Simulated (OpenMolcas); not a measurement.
Pr4+ with 2 ligands (chloride) in linear coordination (D∞h) at 2.35 Å. Ligand basis ANO-RCC-VDZP.

```yaml
Program: OpenMolcas 26.06
Method: "SS-CASPT2, IPEA 0.25 Eh, imaginary shift 0.1 Eh (closed shells correlated: 5s 5p and the ligand valence shells)"
Basis: ANO-RCC-VDZP [7s6p4d2f1g]
Scalar_Hamiltonian: DKH2, point nucleus
Active_space: 1 electron in 7 orbitals (4f)
State_averaging: 2S+1 = 2 odd, 7 roots
Spin-orbit_coupling: RASSI with atomic mean-field integrals over the reference wave functions
```

Question: What is the spin-free ground state (labels by Λ)?

Answer: 2Φ, 2-fold in its orbital part; it has the highest spin that f1 allows.

Question: Where is the first state of the same spin?

Answer: 2Δ at 948 cm-1 above the ground state.

Question: What are the lowest two levels with spin-orbit coupling?

Answer: A 2-fold level with g = 0.00, 0.00, 4.17, then a 2-fold level 1390 cm-1 above it. Their leading multiplicities are 2 (100 %) and 2 (100 %).

Question: What is χT at 300 K, and how does it compare with the textbook value?

Answer: Hund's rules give f1 the level 2F5/2 with g = 0.857, so an isolated free-ion multiplet has χT = g² J(J+1) / 8 = 0.804 cm3 K/mol. The computed 0.626 at 300 K differs by -22 %, through the field's splitting, the mixing of terms and any other multiplet in reach.

The least metal-like active orbital is 84 % on the metal (Löwdin) and no ligand orbital is active, so the numbers are rough. Splittings of an f shell from a small cluster at a set distance can be off by tens of per cent, mostly too small. No measured value stands beside these numbers; the geometry was imposed, not optimised, and the real ion may take another.
